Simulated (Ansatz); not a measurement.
System: C3H5Cl (charge 0, singlet). SMILES: C/C=C/Cl
Geometry from a B3LYP-D3(BJ)/def2-TZVP (Ansatz, a quantum-chemistry and plane-wave program) optimisation:
```xyz
9

C     -2.4001     0.0573    -0.0666
C     -0.9526     0.4339    -0.0613
C      0.0292    -0.4473     0.0387
Cl     1.7132    -0.0083     0.0448
H     -2.8847     0.3888    -0.9890
H     -2.9297     0.5371     0.7609
H     -2.5361    -1.0211     0.0213
H     -0.7075     1.4873    -0.1443
H     -0.1263    -1.5137     0.1251
```

Wanted: vertical ionisation energy (to the doublet state of charge +1; each state is the SCF solution reached for its spin), in eV. Correlated levels leave the core frozen unless marked. UHF or UKS for open shells. Spin-orbit coupling is left out. No relativistic terms. CBS(X,Y): correlation extrapolated as X^-3; Hartree-Fock from the larger set. [CCSD(T)-MP2]/basis is that difference in the basis named.

```tsv
level	program	vertical ionisation energy (eV)
HF/aug-cc-pV(D+d)Z	Ansatz	8.47
HF/aug-cc-pV(T+d)Z	Ansatz	8.44
SVWN5/def2-TZVPD	Ansatz	9.40
B3LYP/def2-TZVPD	Ansatz	9.35
BHLYP/def2-TZVPD	Ansatz	9.31
CAM-B3LYP/def2-TZVPD	Ansatz	9.45
wB97M-V/def2-TZVPD	Ansatz	9.43
```

**Question.** Estimate the value at RI-MP2/CBS(aug-cc-pV(T+d)Z,aug-cc-pV(Q+d)Z)+[CCSD(T)-MP2]/aug-cc-pV(T+d)Z as computed with Ansatz.

**Answer.** 9.73 eV, so wB97M-V/def2-TZVPD differs from it by -0.30 eV.
